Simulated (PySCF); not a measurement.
# Unknown compound

The spectra below were simulated for a compound C₉HN.

$^{1}$H NMR (400 MHz, computed): δ 1.28 (s, 1H).

$^{13}$C{$^{1}$H} NMR (computed): δ 112.7 (C), 74.8 (C), 74.5 (CH), 72.7 (C), 71.4 (C), 69.5 (C), 66.4 (C), 65.3 (C), 53.9 (C).

Computational details: geometry from GFN2-xTB, shielding tensors at PBE0/pcSseg-1 (GIAO), in PySCF 2.14 (one computed conformer, relativity neglected, in vacuum).

Shifts are taken against calculated references (same method and geometry level): $^{1}$H, $^{13}$C against TMS.

**Question.** Deduce the structure.

**Answer.** 
Rings plus π bonds: 10 (no ring in the answer). 9 carbon signals for 9 carbons: no two carbons are equivalent. Carbon types of the structure: 8 × C, 1 × CH, which accounts for all hydrogens. δC 112.7: nitrile carbon; typical of a nitrile. δC 74.8, 72.7, 71.4, 69.5, 66.4, 65.3, 53.9: alkyne carbon; the triple bond shields along its axis, which puts it between sp3 and sp2 carbons. δC 74.5: terminal alkyne carbon; the triple bond shields along its axis, which puts it between sp3 and sp2 carbons. δH 1.28: hydrogen on a terminal alkyne carbon; it lies on the axis of the triple bond, in its shielding cone.

Structure: Cyanopolyynes (SMILES C#CC#CC#CC#CC#N).

The shifts were computed for this structure.

Shifts are as computed. Against solution values, carbons near 30 ppm lie about +3 ppm off and those near 130 ppm about +5 ppm. Of 1211 compounds with measured shifts, 218 miss one by over three times the rms of a fit or turn the order of signals round; such compounds aren't used in these exercises.
